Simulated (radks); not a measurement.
Results of a calculation; reference values are marked as such.
Problem. Spherical quantum dot in the effective-mass picture: electrons in a hard-walled sphere of radius 1.79, with a point charge +1 (a donor) at the centre, all in effective atomic units (hartree* = m*/eps^2 hartree, bohr* = eps/m* bohr), one dielectric constant everywhere. Level of theory: non-relativistic Kohn-Sham, LDA (Slater exchange, Perdew-Wang correlation), spin-polarised, spherical densities (a radial shooting solver with Libxc functionals). Levels are named by radial order and angular momentum (1s, 1p, 1d, 2s, ...), and open shells are averaged over m. At N = 19 the configuration is 1s2 1p6 1d10 2s(up 1, down 0). Does electron 20 go into 2s down or 1f down or 1f up?

Solution. Into 2s down. The total energies of the other choices lie higher by 0.648 hartree* (1f up), 0.662 hartree* (1f down).
